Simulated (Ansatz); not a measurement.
Start from `[CH3][SnH]([SiH3])[Cl]` and change one atom or group to get `[CH3][SnH]([NH2])[Cl]`.

Ansatz, PBE0-D4/def2-TZVP geometries, multiplicity 1. Each molecule was computed in one conformer, which needn't be the lowest.

Elements past krypton have def2 core potentials.

```csv
property,`[CH3][SnH]([SiH3])[Cl]`
HOMO energy (B3LYP/def2-TZVPP) / eV,-7.57
zero-point energy (PBE0-D4/def2-TZVP) / kJ/mol,180.3
"ideal-gas entropy at 298 K and 1 bar (rigid rotor, harmonic PBE0-D4/def2-TZVP) / J/(mol·K)",399
HOMO–LUMO gap (ωB97M-V/def2-TZVPP) / eV,10.76
size of the dipole moment (ωB97M-V/def2-TZVPP) / D,3.00
HOMO energy (ωB97M-V/def2-TZVPP) / eV,-9.82
```

Q: Give the same properties after the change, and the shifts. (An estimate is asked.)

A: The calculation gave: 
```csv
property,`[CH3][SnH]([NH2])[Cl]`,shift
HOMO energy (B3LYP/def2-TZVPP) / eV,-7.17,0.40
zero-point energy (PBE0-D4/def2-TZVP) / kJ/mol,181.2,0.9
"ideal-gas entropy at 298 K and 1 bar (rigid rotor, harmonic PBE0-D4/def2-TZVP) / J/(mol·K)",377,-22
HOMO–LUMO gap (ωB97M-V/def2-TZVPP) / eV,11.29,0.53
size of the dipole moment (ωB97M-V/def2-TZVPP) / D,3.91,0.91
HOMO energy (ωB97M-V/def2-TZVPP) / eV,-9.79,0.03
```

With PBE0 the HOMO rises by 0.36 eV and the LUMO rises by 0.57 eV, so the gap widens by about 0.21 eV. PBE moves the HOMO by 0.64 eV and ωB97M-V by 0.03 eV. The zero-point energy changes by 0.9 kJ/mol with -3 modes. Dipoles are sizes alone; their direction can turn.

B3LYP here is the variant with VWN-RPA as its local correlation; programs differ in this.
